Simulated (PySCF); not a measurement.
## Polarisability and C₆ of Bi (bismuth, neutral)

[Xe] 4f14 5d10 6s2 6p3, high-spin 4S determinant. Computed with PySCF 2.14 in aug-cc-pV5Z-PP with ECP60MDF (8s8p6d4f3g2h, 139 functions), with scalar relativity through the core potential. Coupled (time-dependent) response in atomic units; α is the mean over directions.

```tsv
method	mean α (bohr³)	C₆ (like pair)	S(−4)
r2SCAN0	50.77	627.4	688.3
```

S(−4) is the Cauchy moment in α(ω) = α(0) + S(−4) ω² + …

Reference α: 48 ± 4 bohr³ (recommended; Schwerdtfeger and Nagle, table of static dipole polarizabilities (2023 update)). Published C₆: 513.0 (Gould and Bucko (2016)).

α(iu) at r2SCAN0:

| u (hartree) | α(iu) (bohr³) |
| --- | --- |
| 0 | 50.77 |
| 0.0500 | 49.13 |
| 0.100 | 44.97 |
| 0.200 | 34.62 |
| 0.300 | 26.08 |
| 0.500 | 15.83 |
| 0.750 | 9.824 |
| 1.00 | 6.865 |
| 1.50 | 4.098 |
| 2.00 | 2.812 |
| 3.00 | 1.597 |
| 5.00 | 0.7180 |

A single London oscillator, α(iu) = α/(1 + u²/ω²), gives C₆ = (3/4) ω α². Matching the computed C₆ needs ω = 4 × 627.4 / (3 × 50.77²) = 0.325 hartree.

Energies and moments cover only the electrons outside the core potential. Spin-orbit coupling, which splits the p, d and f shells strongly at this Z, is absent. Spin-orbit coupling is strong in this species (close to jj coupling), so the high-spin LS determinant is a model state, not a physical level.
